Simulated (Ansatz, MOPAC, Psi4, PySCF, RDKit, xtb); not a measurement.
Noncovalent pair: aminoborane (SMILES BN) (first 6 atoms) with aminoborane (SMILES BN); geometry from B3LYP-D3(BJ)/def2-TZVP, rigid monomers moved along the line of their centres of mass till H5···N8 is 4.32 Å.
(charge 0, multiplicity 1):
```xyz
12

B     -0.784     0.355    -0.291
N      0.430    -0.199     0.078
H     -1.089     0.405    -1.442
H     -1.509     0.781     0.560
H      0.731    -0.270     1.038
H      1.086    -0.580    -0.585
B      0.349    -0.766     5.974
N      0.087     0.397     5.260
H     -0.362    -1.710     5.820
H      1.289    -0.794     6.708
H      0.630     1.240     5.361
H     -0.703     0.507     4.643
```

| level | interaction energy (meV) | cost |
|---|---|---|
| UFF | -9.9 | - |
| AM1 | -5.0 | - |
| PM3 | -6.1 | - |
| GFN1-xTB | -12.7 | - |
| HF/3-21G (no counterpoise) | -12.9 | - |
| HF/6-31G* | -12.2 | - |
| HF/aug-cc-pVDZ | -11.7 | - |
| PBE/def2-TZVPPD | -15.0 | ×1 |
| BP86/6-31G* (no counterpoise) | -13.0 | - |
| r2SCAN-D3(BJ)/def2-TZVPPD | -18.9 | ×1 |
| B3LYP/6-31G* | -11.6 | - |
| B3LYP/6-31G* (no counterpoise) | -13.5 | - |
| B3LYP/def2-TZVPPD | -9.9 | ×1 |
| B3LYP-D3(BJ)/def2-TZVPPD | -17.7 | ×1 |
| PBE0/def2-TZVPPD | -14.0 | ×1 |
| PBE0-D3(BJ)/def2-TZVPPD | -20.6 | ×1 |
| MP2/6-31G* | -16.0 | - |
| SCS-MP2/aug-cc-pVDZ | -16.7 | - |
| CCSD(T)/aug-cc-pVDZ | -18.5 | ×10 |
| SAPT0/jun-cc-pV(D+d)Z | -16.1 | - |

The rows run from -20.6 (PBE0-D3(BJ)/def2-TZVPPD) to -5.0 meV (AM1). The dispersion term adds -7.8 in B3LYP-D3(BJ), -6.6 in PBE0-D3(BJ). The 3 functionals in def2-TZVPPD without D3 or D4 span 5.1, from PBE to B3LYP.

Counterpoise-corrected where a basis set is named; no monomer relaxation. Rows marked so take none. RDKit's UFF carries no charges.

Frozen-core correlation. Rows in 3-21G, 6-31G* carry no dispersion term and start afresh at each structure (6-31G* with six Cartesian d functions). MP2/6-31G* freezes PySCF's default core. The state reached by AM1, PM3 isn't checked.

The values were computed with Ansatz (an electronic-structure program) with Gaussian orbitals; MOPAC for AM1, PM3 (differences of heats of formation); Psi4 for SAPT; PySCF for 3-21G rows, 6-31G* rows, the dispersion terms; RDKit for the force fields; xtb for the GFN methods. Values without a source in brackets are computed.

Costs are rough ratios of core time to PBE/def2-TZVPPD (about 7 s over the structures, on one shared machine); a dash marks a level with no comparable run of its own.
